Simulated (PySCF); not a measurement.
A species of formula C5H12N2Si has this rotational fingerprint, computed with PBE0/pcSseg-1 in PySCF (dipole) on a GFN2-xTB geometry, gas phase:

```
Rotational constants : A = 3485, B = 946.1, C = 901.9 MHz
Dipole components    : |μa| = 0.85 D, |μb| = 0.41 D, |μc| = 0.80 D
Inertial defect      : -118.89 u·Å²
κ                    : -0.97
```

Question: Which structure is it? (One computed conformer of each.)
A. `[CH3:1][CH2:2][CH2:3][NH:4][CH2:5][SiH2:6][C:7]#[N:8]` with C1–C2–C3–N4 175°, C2–C3–N4–C5 68°, C3–N4–C5–Si6 171°, N4–C5–Si6–C7 64°
B. `[CH3:1]/[N:2]=[CH:3]/[C@@H:4]1[CH2:5][NH:6][SiH2:7][CH2:8]1` with N2–C3–C4–C5 -123°, C3–C4–C5–N6 -78°, C4–C5–N6–Si7 -30°, C5–N6–Si7–C8 9°, N6–Si7–C8–C4 15°
C. `[CH3:1][Si@:2]1([NH2:3])[NH:4][CH2:5][C:6]12[CH2:7][CH2:8]2` with C1–Si2–N3–H -30° and -176°
D. `[CH3:1][CH2:2][C@H:3]([C:4]#[N:5])[CH2:6][NH:7][SiH3:8]` with C1–C2–C3–C4 -163°, C2–C3–C6–N7 -175°, C3–C6–N7–Si8 148°
E. `[CH3:1][SiH:2]([CH3:3])[N:4]1[CH2:5][CH2:6][CH:7]=[N:8]1` with C1–Si2–N4–C5 47°

Answer: B. It is C/N=C/[C@@H]1CN[SiH2]C1, a near-prolate asymmetric top, point group C1. The candidates at the same level (rigid rotor, commonest isotopes):

| SMILES | A (MHz) | B (MHz) | C (MHz) | μa (D) | μb (D) | μc (D) | Δ (u·Å²) | point group | rotor |
| --- | --- | --- | --- | --- | --- | --- | --- | --- | --- |
| C/N=C/[C@@H]1CN[SiH2]C1 | 3485 | 946.1 | 901.9 | 0.85 | 0.41 | 0.80 | -118.89 | C1 | near-prolate asymmetric top |
| CC[C@H](C#N)CN[SiH3] | 2176 | 919.9 | 675.4 | 0.08 | 3.51 | 0.21 | -33.28 | C1 | asymmetric top |
| C[SiH](C)N1CCC=N1 | 3147 | 1191 | 926.7 | 0.77 | 1.75 | 0.24 | -39.42 | C1 | asymmetric top |
| CCCNC[SiH2]C#N | 3342 | 654.8 | 586.1 | 2.28 | 2.89 | 0.94 | -60.67 | C1 | near-prolate asymmetric top |
| C[Si@]1(N)NCC12CC2 | 2371 | 1387 | 1289 | 1.16 | 0.52 | 0.32 | -185.49 | C1 | asymmetric top |

`CCCNC[SiH2]C#N` has C 35 % too low; `CC[C@H](C#N)CN[SiH3]` has A 38 % too low; `C[Si@]1(N)NCC12CC2` has B 47 % too high; `C[SiH](C)N1CCC=N1` has B 26 % too high. No structure here is proved a minimum.
